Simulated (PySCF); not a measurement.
## Vibration and rotation of GaGe

UHF-CCSD(T) constants of GaGe, ⁴Σ⁻ (quartet), unpaired electrons σ ↑, π ↑↑ (Ga cc-pVDZ-PP with ECP10, Ge cc-pVDZ-PP with ECP10; scalar-relativistic core potentials (PySCF 2.14); masses 68.9256 and 73.9212 u):

- ωe: 220.2 cm⁻¹
- ωexe: 0.635 cm⁻¹
- Be: 0.075041 cm⁻¹
- αe: 0.000324 cm⁻¹
- D (centrifugal): 3.49e-08 cm⁻¹
- De to Ga + Ge: 2.10 eV

Task: Give the vibrational terms G(v) and spacings up to v = 6.

Result: G(v) = ωe(v+½) − ωexe(v+½)².

| v | G(v) (cm⁻¹) | G(v) − G(v−1) | Bv (cm⁻¹) |
| --- | --- | --- | --- |
| 0 | 109.9 |  | 0.07488 |
| 1 | 328.9 | 218.9 | 0.07455 |
| 2 | 546.5 | 217.7 | 0.07423 |
| 3 | 762.9 | 216.4 | 0.07391 |
| 4 | 978.0 | 215.1 | 0.07358 |
| 5 | 1191.9 | 213.8 | 0.07326 |
| 6 | 1404.5 | 212.6 | 0.07293 |

Task: How well does the Morse estimate ωe²/(4ωexe) reproduce De, and what is D0?

Result: It gives 2.37 eV, 113 % of the computed De. D0 = De − G(0) = 2.10 − 0.01 = 2.09 eV.

Correlated steps freeze 8 core orbitals. Correlated levels converge slowly with the basis: in double zeta they bind strong bonds too weakly, by up to about 1 eV, and carry superposition errors of some tenths. Spin–orbit coupling is left out. The state was picked by a PBE0 search and need not be the measured ground state.
